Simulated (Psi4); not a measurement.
Cl$_{2}$Hg, singlet, geometry from GFN2-xTB (such geometries of metal compounds can be far from the true shape) (core potentials on Hg). Base run: HF/def2-SV(P) (Psi4).

Input for Psi4:
```
memory 2 GB

molecule mol {
0 1
  Hg    0.000000    0.000000    0.000000
  Cl    0.000000    0.000000    2.301269
  Cl   -0.000000   -0.000000   -2.301269
}

set basis def2-sv(p)
set reference rhf
set stability_analysis check
set scf_type pk

energy('scf')
print_variables()
```

The bond that is stretched is that between atoms 3 and 1. A test that says stable can miss a lower solution.

The base run was repeated with changes; each row names its change, and settings that it needs were set with it.

```json
[
 {"change": "base", "ΔE vs base (mEh)": "0.000", "<S^2>": "0.000", "outcome": "converged"},
 {"change": "stability_analysis = follow; reference = uhf", "ΔE vs base (mEh)": "0.000", "<S^2>": "0.000", "outcome": "converged"},
 {"change": "bond × 1.25", "ΔE vs base (mEh)": "44.348", "<S^2>": "0.000", "outcome": "converged"},
 {"change": "stability_analysis = follow; reference = uhf; bond × 1.25", "ΔE vs base (mEh)": "44.348", "<S^2>": "0.000", "outcome": "converged"},
 {"change": "bond × 1.5", "ΔE vs base (mEh)": "103.4", "<S^2>": "0.000", "outcome": "converged"},
 {"change": "stability_analysis = follow; reference = uhf; bond × 1.5", "ΔE vs base (mEh)": "78.622", "<S^2>": "0.817", "outcome": "converged"},
 {"change": "bond × 1.8", "ΔE vs base (mEh)": "155.5", "<S^2>": "0.000", "outcome": "converged"},
 {"change": "stability_analysis = follow; reference = uhf; bond × 1.8", "ΔE vs base (mEh)": "85.842", "<S^2>": "0.988", "outcome": "converged"},
 {"change": "bond × 2.2", "ΔE vs base (mEh)": "198.3", "<S^2>": "0.000", "outcome": "converged"},
 {"change": "stability_analysis = follow; reference = uhf; bond × 2.2", "ΔE vs base (mEh)": "87.269", "<S^2>": "1.016", "outcome": "converged"},
 {"change": "bond × 3.0", "ΔE vs base (mEh)": "-", "<S^2>": "-", "outcome": "not converged"},
 {"change": "stability_analysis = follow; reference = uhf; bond × 3.0", "ΔE vs base (mEh)": "-", "<S^2>": "-", "outcome": "not converged"}
]
```

Psi4 reported an instability in these rows: stability_analysis = follow; reference = uhf; bond × 1.5; stability_analysis = follow; reference = uhf; bond × 1.8; stability_analysis = follow; reference = uhf; bond × 2.2 (restricted rows aren't judged here).

Where a bond breaks into two radicals, a solution with restricted orbitals usually stops being the lowest and lies too high; an unrestricted one lies lower at the price of spin contamination, which <S^2> shows.
